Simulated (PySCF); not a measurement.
A PySCF script (with the pyscf-properties extension) for the NMR shieldings of SMILES CS[Si@@H](F)C(C)(C)C, C5H13FSSi, on a GFN2-xTB geometry:

```python
import basis_set_exchange as bse
import numpy as np
from pyscf import gto, dft
from pyscf.prop import nmr

atoms = """
C     3.544857   -0.529719    0.730680
S     2.322816    0.344960   -0.294815
Si    0.574603   -0.749459    0.262176
F     0.592047   -0.884862    1.877516
C    -0.993505    0.186944   -0.271022
C    -2.224094   -0.626839    0.131286
C    -0.995557    0.389681   -1.787259
C    -1.050321    1.555113    0.416198
H     3.645699   -1.552544    0.382635
H     3.227507   -0.508828    1.767493
H     4.485229   -0.001891    0.615850
H     0.669093   -2.137386   -0.162935
H    -2.243291   -0.793698    1.205988
H    -2.229443   -1.595259   -0.364237
H    -3.134664   -0.098456   -0.148669
H    -0.982417   -0.566683   -2.305481
H    -0.123610    0.960670   -2.099276
H    -1.889004    0.931847   -2.093389
H    -0.192160    2.162929    0.136028
H    -1.057727    1.445064    1.498941
H    -1.954977    2.085360    0.120632
"""
names = dict.fromkeys(["C", "S", "Si", "F", "H"], "pcSseg-1")
basis = {el: gto.basis.parse(bse.get_basis(n, elements=[el], fmt="nwchem")) for el, n in names.items()}
mol = gto.M(atom=atoms, basis=basis, charge=0, verbose=0)
mf = dft.RKS(mol, xc="PBE0")
mf.grids.level = 2
mf.grids.alignment = dft.numint.BLKSIZE   # the property module wants whole blocks of grid points
mf.conv_tol = 1e-9
mf.kernel()

calc = nmr.RKS(mf)   # GIAO
C = mf.mo_coeff
Co = C[:, mf.mo_occ > 0]
resp = mf.gen_response(singlet=True, hermi=2)
def vind(x):   # induced exchange potential for any number of trial vectors
    d = np.einsum("pi,xij,qj->xpq", C, 2 * x.reshape(-1, C.shape[1], Co.shape[1]), Co, optimize=True)
    return np.einsum("xpq,pi,qj->xij", resp(d - d.transpose(0, 2, 1)), C, Co, optimize=True).ravel()
mo1, _ = nmr.rhf.solve_mo1(calc, with_cphf=vind)
sigma = calc.kernel(mo1)
for i, s in enumerate(sigma):   # ppm
    print("%2d %-2s %9.2f" % (i, mol.atom_pure_symbol(i), np.trace(s) / 3))
```

Problem. What does it print?

Solution. 
```
 0 C     175.82
 1 S     669.17
 2 Si    319.20
 3 F     365.41
 4 C     162.19
 5 C     159.62
 6 C     161.08
 7 C     159.65
 8 H      29.60
 9 H      29.35
10 H      29.60
11 H      26.30
12 H      30.28
13 H      30.64
14 H      30.85
15 H      30.83
16 H      30.73
17 H      30.98
18 H      30.29
19 H      30.33
20 H      31.01
```

These numbers come from an equivalent density-fitted implementation of the same equations, which agrees with the script to about 0.01 ppm for H and up to a few tenths of a ppm for heavy atoms, so last digits may differ.

Problem. Turn these shieldings into chemical shifts. Referencing at the same level of theory: TMS for ¹³C (186.93 ppm), ²⁹Si (349.16 ppm), ¹H (31.72 ppm); ³³S (503.73 ppm) against CS2; ¹⁹F (170.95 ppm) vs CFCl3.

Solution. Averaging equivalent atoms: C 5/6/7: 26.8; C 4: 24.7; C 0: 11.1; S 1: -165; Si 2: 30.0; F 3: -194.5; H 11: 5.42; H 8/9/10: 2.20; H 12/13/14/15/16/17/18/19/20: 1.06 ppm. Unscaled 19F shifts against computed CFCl3 carry errors that often reach 10 to 50 ppm.

Size and cost of the density-fitted run: 215 basis functions, 77 s wall time on 1 thread of an Arm Neoverse N1, shared host; peak memory 0.95 GiB.
